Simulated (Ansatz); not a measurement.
## How methods differ on SiH4O4 (orthosilicic acid)

SiH4O4: 9 atoms, total charge 0, spin state singlet. As SMILES, `O[Si](O)(O)O`. The shape was relaxed beforehand at B3LYP/def2-SVP. This is one conformer, not always the lowest.

Quantity: the adiabatic ionisation energy (to the doublet cation, shapes relaxed at B3LYP/def2-SVP, no zero-point term), in eV. The values are calculated.

| level | kind | program | value (eV) | less CCSD(T)/def2-SVP | CPU time (all runs) |
| --- | --- | --- | --- | --- | --- |
| HF/def2-SVP | Hartree–Fock | Ansatz | 10.35 | -0.36 | 7.2 s |
| SVWN5/def2-SVP | LDA | Ansatz | 10.22 | -0.49 | 2.2 s |
| BLYP/def2-SVP | GGA | Ansatz | 9.88 | -0.83 | 5.7 s |
| B3LYP/def2-SVP | global hybrid | Ansatz | 10.44 | -0.27 | 4.9 s |
| PBE0-D4/def2-SVP | global hybrid | Ansatz | 10.52 | -0.19 | 5.8 s |
| wB97M-V/def2-SVP | range-separated hybrid | Ansatz | 10.71 | 0.00 | 19 s |
| MP2/def2-SVP | perturbation theory | Ansatz | 11.24 | +0.53 | 5.8 s |
| CCSD(T)/def2-SVP | coupled cluster or CI | Ansatz | 10.71 | 0.00 | 48 s |

CCSD(T)/def2-SVP is the highest level here, not the true value. Its T1 diagnostic reaches 0.049, a sign that one reference may not serve. The values span 9.88 to 11.24 eV. CPU times are rough (shared hosts, several kinds of processor): they show what a rung costs within a factor of a few.
